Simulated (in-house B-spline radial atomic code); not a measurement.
B3LYP (VWN-RPA) excitations of Hf V (Hf4+)

Method: B3LYP (VWN-RPA). Computed with an all-electron radial atomic-structure program (B-spline basis): linear response of the closed shell [Xe] 4f14 with the functional's adiabatic kernel; scalar-relativistic (spin-free one-electron X2C), finite nucleus, no spin-orbit coupling, no double excitations, S, P, D and F terms only; shells from n = 3 respond. Only terms of natural parity with L up to 3 were computed.

Spin-orbit coupling is strong here, so these LS terms don't match observed levels.

Command:
```bash
python run_td.py task.json out
```
Settings (radii: box in bohr, nucleus in fm):
```
Z                        72
electrons                68
configuration            [Xe] 4f14
hamiltonian              x2c
method                   b3lyp
box_radius               19.1
rms_radius               5.347
intervals                71
```

Cost of the run: 9 s on 1 thread of Arm Neoverse N1, with other jobs on the host.

The lowest states, in the order of their Tamm-Dancoff energies; the method's threshold (minus the highest occupied level) is 60.97 eV. Labels give the largest channel, * marks a mixed state, and oscillator strengths are full-response dipole values. Semilocal kernels can invert the small singlet-triplet splittings of Rydberg terms. Energies in eV:

```json
{"state": "4f → 5d 3P", "full response": "19.094", "Tamm-Dancoff": "19.144", "oscillator strength": "-"}
{"state": "4f → 5d 3F", "full response": "19.623", "Tamm-Dancoff": "19.647", "oscillator strength": "-"}
{"state": "4f → 5d 1F", "full response": "20.217", "Tamm-Dancoff": "20.226", "oscillator strength": "-"}
{"state": "4f → 5d 1P", "full response": "21.435", "Tamm-Dancoff": "21.726", "oscillator strength": "0.173"}
{"state": "4f → 6s 3F", "full response": "23.760", "Tamm-Dancoff": "23.764", "oscillator strength": "-"}
{"state": "4f → 6s 1F", "full response": "23.914", "Tamm-Dancoff": "23.917", "oscillator strength": "-"}
{"state": "4f → 6p 3D", "full response": "31.59", "Tamm-Dancoff": "31.60", "oscillator strength": "-"}
{"state": "4f → 6p 1D", "full response": "31.89", "Tamm-Dancoff": "31.90", "oscillator strength": "-"}
{"state": "5p → 5d 3P", "full response": "35.30", "Tamm-Dancoff": "35.37", "oscillator strength": "-"}
{"state": "5p → 5d 3F", "full response": "35.74", "Tamm-Dancoff": "35.82", "oscillator strength": "-"}
{"state": "5p → 5d 1F", "full response": "37.72", "Tamm-Dancoff": "37.75", "oscillator strength": "-"}
{"state": "5p → 6s 3P", "full response": "40.43", "Tamm-Dancoff": "40.44", "oscillator strength": "-"}
{"state": "5p → 6s 1P", "full response": "40.97", "Tamm-Dancoff": "41.03", "oscillator strength": "0.1"}
{"state": "4f → 6d 1P*", "full response": "41.64", "Tamm-Dancoff": "41.76", "oscillator strength": "1.2"}
{"state": "4f → 6d 3P", "full response": "41.79", "Tamm-Dancoff": "41.79", "oscillator strength": "-"}
{"state": "4f → 6d 3F", "full response": "41.89", "Tamm-Dancoff": "41.90", "oscillator strength": "-"}
{"state": "4f → 6d 1F", "full response": "42.02", "Tamm-Dancoff": "42.02", "oscillator strength": "-"}
{"state": "4f → 7s 3F", "full response": "?", "Tamm-Dancoff": "?", "oscillator strength": "-"}
{"state": "4f → 7s 1F", "full response": "42.54", "Tamm-Dancoff": "42.54", "oscillator strength": "-"}
{"state": "4f → 5f 3S", "full response": "?", "Tamm-Dancoff": "?", "oscillator strength": "-"}
{"state": "4f → 5f 3D", "full response": "43.06", "Tamm-Dancoff": "43.07", "oscillator strength": "-"}
{"state": "4f → 5f 1D", "full response": "43.30", "Tamm-Dancoff": "43.31", "oscillator strength": "-"}
```

Q: Where does 4f → 5f 3S lie?

A: At 42.88 eV in full response, 42.88 eV in Tamm-Dancoff.

Q: Where does 4f → 7s 3F lie?

A: At 42.49 eV in full response, 42.49 eV in Tamm-Dancoff.

Q: How large is the singlet-triplet splitting of 4f → 5d (F terms) in Tamm-Dancoff?

A: 0.579 eV, from the unrounded values.

Q: What polarisabilities and dispersion coefficient does the method give?

A: Dipole 3.244 bohr³, quadrupole 5.199 bohr⁵, C6 14.8 hartree·bohr⁶ for two such species.
